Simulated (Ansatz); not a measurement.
The same ligand exchange along the group Si, Ge, Sn.

Isolated molecules relaxed with PBE0-D4/def2-TZVP in Ansatz; ΔE leaves out vibrations. CCSD(T)/CBS adds triple-zeta CCSD(T) − MP2 to the extrapolated MP2 energy (def2 sets, frozen cores). This one scheme is used for every species. Functionals use def2-TZVPP. Elements past krypton have def2 core potentials. For Br, Ge, Sn outer-core shells are correlated without core-valence functions, which leaves a few kJ/mol of doubt a bond. Scalar relativity is left out up to krypton. Each species was taken in one conformer, which may not be the lowest.

| reaction | CCSD(T)/def2-SVP (kJ/mol) | PBE-D4 (kJ/mol) |
| --- | --- | --- |
| `Br[Si]Br` + NH₃ → `N[Si]Br` + HBr | 1 | 21 |
| `[Br][Ge][Br]` + NH₃ → `[NH2][Ge][Br]` + HBr | 40 | 63 |
| `[Br][Sn][Br]` + NH₃ → `[NH2][Sn][Br]` + HBr | 93 | 103 |

(1) Give the CCSD(T)/CBS values in the same order. (Best estimate.)

Largest T1 diagnostic: 0.014, for `[NH2][Sn][Br]`.

## Answers

(1) Computed: 14, 54, 100 kJ/mol.
